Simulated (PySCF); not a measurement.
## Peak assignment

Atoms are numbered as in `[O:1]=[C:2]([OH:3])[CH2:4]/[CH:5]=[C:6](\[Cl:7])[SiH2:8][SiH3:9]` (H(Xn): hydrogen on atom n).

- PBE0/pcSseg-1 with gauge-including orbitals
- geometry: GFN2-xTB
- run in PySCF 2.14.0 with density-fitted response routines
- one conformer, one averaged value for each set of equivalent atoms, relativity neglected, in vacuum

Scale: 13C (σ = 186.93 ppm), 1H (σ = 31.72 ppm) against TMS (reference shieldings calculated alike).

(1) Assign these signals to the numbered atoms. 13C{1H} NMR (computed): δ 175.8, 144.9, 142.8, 35.0.

(2) Assign these signals to the numbered atoms. 1H NMR (400 MHz, computed): δ 6.49 (t, 1H), 6.14 (br s, 1H), 4.43 (q, 2H), 3.58 (d, 2H), 3.58 (t, 3H).

Answers

(1) 
175.8 → C2, carboxylic acid carbon: it is a carbonyl in resonance with an O or N lone pair, the region of acids, esters and amides
144.9 → C6, fully substituted alkene carbon: the olefinic region
142.8 → C5, alkene CH: the olefinic region
35.0 → C4, sp3 CH2 α to a carbonyl: the adjacent C=O deshields it moderately

(2) 
```tsv
δ (ppm)	atoms	environment	reason
6.49	H(C5)	hydrogen on an alkene CH	olefinic region
6.14	H(O3)	hydrogen on an acid hydroxyl oxygen	labile proton, position sensitive to the medium
4.43	H(Si8)	hydrogen on a silicon bonded to C, Si	–
3.58	H(C4)	hydrogen on an sp3 CH2 α to a carbonyl	–
3.58	H(Si9)	hydrogen on a silicon bonded to Si	–
```

H(C4) and H(Si9) lie closer than the usual error of such a calculation, so a measured spectrum could show them in the other order.

The OH or NH signal is concentration- and solvent-dependent in practice; the value given is the gas-phase one. Carbons that carry Cl, above all several Cl atoms, come out too deshielded, partly because spin–orbit coupling is missing. Shifts are as computed. Against solution values, carbons near 30 ppm lie about +3 ppm off and those near 130 ppm about +5 ppm; carbons on Cl a further +6 ppm. Of 1309 compounds with measured shifts, 239 miss one by over three times the rms of a fit or turn the order of signals round; such compounds aren't used in these exercises. The C=O carbon of an acid or of an amide with N–H lies up to 10 ppm further downfield in solution, through hydrogen bonding that the calculation lacks. No couplings were computed; multiplicities are counted from neighbouring protons, with m where these are inequivalent, close in shift, in a saturated or five-membered ring or joined by F or P, and br s for small geminal =CH2 splittings.
